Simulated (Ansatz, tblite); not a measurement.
Removing an electron: Si(vinyl)3(NiPr2) (C12H23NSi). Charge 0, multiplicity 1. Geometry: r2SCAN-D4/def2-SVP. Ansatz, gas phase; energy differences of separate SCF runs; the oxidised species was run as a doublet alone.

```xyz
37

Si   -0.3265   -0.4209   -0.9050
C     1.0796   -1.3501   -1.7371
C     0.9379   -2.5827   -2.2516
H     2.0583   -0.8648   -1.8651
H    -0.0111   -3.1295   -2.1848
H     1.7579   -3.0965   -2.7696
C    -1.7935   -1.5795   -0.7191
C    -2.8611   -1.5804   -1.5337
H    -1.7650   -2.3236    0.0927
H    -2.9475   -0.8651   -2.3621
H    -3.6922   -2.2873   -1.4142
C    -0.8378    0.9909   -2.0411
C    -0.3813    1.1715   -3.2914
H    -1.5498    1.7353   -1.6499
H     0.3250    0.4675   -3.7505
H    -0.6916    2.0195   -3.9157
N     0.1009    0.1445    0.6966
C    -1.0025    0.5463    1.5832
C    -0.9498   -0.1786    2.9317
C    -1.1103    2.0658    1.7627
C     1.4555    0.5146    1.1308
C     2.3378   -0.7120    1.3789
C     2.1220    1.5243    0.1909
H    -1.9327    0.2173    1.0818
H    -0.0478    0.0965    3.5037
H    -1.8240    0.0794    3.5514
H    -0.9369   -1.2695    2.7825
H    -0.2304    2.4776    2.2845
H    -1.1908    2.5702    0.7870
H    -1.9980    2.3271    2.3614
H     1.3432    1.0231    2.1052
H     2.5034   -1.2797    0.4499
H     1.8566   -1.3901    2.1005
H     3.3224   -0.4176    1.7791
H     3.1071    1.8351    0.5762
H     2.2792    1.1002   -0.8143
H     1.4940    2.4210    0.0745
```

The xTB rows come from tblite. Single mean-field runs in def2-TZVP are fitted with def2-universal-jkfit.

Q: Estimate orbital energies and vertical ionisation energies at: GFN1-xTB; GFN2-xTB; PBE-D4/def2-TZVP; PBE0-D4/def2-TZVP; ωB97X-V/def2-TZVP.

A: 
```tsv
level	−HOMO (eV)	vertical IE (eV)	−LUMO (eV)	HOMO–LUMO gap (eV)
GFN1-xTB	10.44	12.93	7.09	3.35
GFN2-xTB	9.34	11.95	6.05	3.28
PBE-D4/def2-TZVP	4.72	7.28	1.43	3.29
PBE0-D4/def2-TZVP	5.99	7.43	0.43	5.56
ωB97X-V/def2-TZVP	8.35	7.58	-1.78	10.13
```

Relaxing the oxidised species (r2SCAN-D4/def2-SVP) changes its energy by -0.30 eV at PBE-D4/def2-TZVP, so the adiabatic ionisation energy to this nearest minimum is 6.98 eV. At PBE0-D4/def2-TZVP it is 7.06 eV.   Raw xTB energy differences between charge states are shifted by several eV; the methods need an empirical correction for them.
